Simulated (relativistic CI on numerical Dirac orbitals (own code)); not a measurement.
Bi XXV: q coefficients and field-shift factors

Method of calculation: Dirac-Coulomb-Breit CI, KLI orbitals optimised for each configuration, derivatives by finite differences, unscaled Slater integrals, QED left out (own radial code, finite nucleus).

CI space (outside the closed core [Ar] 3d10 4s2): 4p6.4d10.4f13, 4p6.4d10.4f12.5s, 4p6.4d10.4f11.5s2, 4p6.4d10.4f12.5p, 4p6.4d10.4f11.5s.5p, 4p5.4d10.4f14, 4p6.4d9.4f13.5s, 4p6.4d10.4f12.5f. Levels of other configurations are missing.

With x = (α/α₀)² − 1 an excitation energy changes as ω = ω₀ + qx; K = 2q/ω₀ is the relative enhancement. Terms are leading LS components, so labels can repeat. The field-shift factor is F = δν/δ⟨r²⟩ for the transition from the lowest level.

Lowest level 4p6.4d10.4f13 2F°_7/2.

| Level | ω₀ (cm⁻¹) | q (cm⁻¹) | K | F (GHz/fm²) |
| --- | --- | --- | --- | --- |
| 4p6.4d10.4f13 2F°_5/2 | 45140 | 41590 | 1.84 | 3.16 |
| 4p6.4d10.4f12.5s 4H_13/2 | 508982 | -671700 | -2.64 | 1320 |
| 4p6.4d10.4f12.5s 2H_11/2 | 519464 | -667200 | -2.57 | 1320 |
| 4p6.4d10.4f12.5s 4F_9/2 | 523202 | -672700 | -2.57 | 1320 |
| 4p6.4d10.4f12.5s 2G_7/2 | 529615 | -669700 | -2.53 | 1320 |
| 4p6.4d10.4f12.5s 4H_9/2 | 555685 | -629400 | -2.27 | 1330 |
| 4p6.4d10.4f12.5s 4H_11/2 | 557292 | -630500 | -2.26 | 1320 |
| 4p6.4d10.4f12.5s 4F_3/2 | 557700 | -660600 | -2.37 | 1320 |
| 4p6.4d10.4f12.5s 4F_5/2 | 558528 | -661600 | -2.37 | 1320 |
| 4p6.4d10.4f12.5s 4F_7/2 | 565790 | -629300 | -2.22 | 1330 |
| 4p6.4d10.4f12.5s 2G_9/2 | 570144 | -628800 | -2.21 | 1320 |
| 4p6.4d10.4f12.5s 2F_5/2 | 575077 | -633600 | -2.2 | 1320 |
| 4p6.4d10.4f12.5s 2F_7/2 | 575142 | -627000 | -2.18 | 1320 |

At this charge transitions that keep the count of f electrons are usually good to a few per cent. Terms inside the open d or f shell come out 10 to 20 % too wide with unscaled integrals. Levels that differ in their count of f electrons can be misplaced by several ten thousand cm⁻¹, since the correlation energy of f electrons is missing or only estimated; rates across such gaps can be off by orders of magnitude.
